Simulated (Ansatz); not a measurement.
Ansatz (a program for electronic structure) input (PBE0/def2-TZVPD):

Ansatz 0.2 input:
```yaml
crystal:
  periodic: [false, false, false]
  atoms:
    - {symbol: Y, position_ang: [0.43469289, 0.00667839, 0.43586214]}
    - {symbol: Cl, position_ang: [0.85967350, 0.32179349, -1.85965554]}
    - {symbol: Cl, position_ang: [-1.85691013, -0.33711451, 0.85973652]}
basis:
  gaussian:
    orbitals: def2-TZVPD
hamiltonian:
  xc: {name: PBE0}
total_charge: 2
magnetization: {spin_polarized: true, initial_magnetization: 1}
```

End of the output:

```
integrals: 0.06 GiB planned
998 factors; their error is unknown
mean field: 0.69 GiB planned
mean field evaluation 1: about -26053.9156 eV, gradient 4.0e1 eV
mean field evaluation 2: about -26023.6118 eV, gradient 9.0e1 eV
mean field evaluation 4: about -26061.5050 eV, gradient 5.3e0 eV
mean field evaluation 8: about -26061.6583 eV, gradient 8.6e-2 eV
mean field evaluation 16: about -26061.7329 eV, gradient 3.3e-4 eV
mean field evaluation 32: about -26061.7208 eV, gradient 1.3e0 eV
mean field -26061.73287769 eV, -957.7510179780 hartree, gradient 9.1e-6 eV, S^2 0.767678; 3 other end points of the search recorded, 0 dependent functions left out
reference -26061.73290713 eV, -957.7510190599 hartree; 22, 21 occupied and 110, 111 virtual orbitals, 998 factors
Total energy: -26061.73290713 eV, -957.7510190599 hartree
```

This state (charge 2, doublet) is run at the relaxed geometry of the species with charge 1 and multiplicity 1.
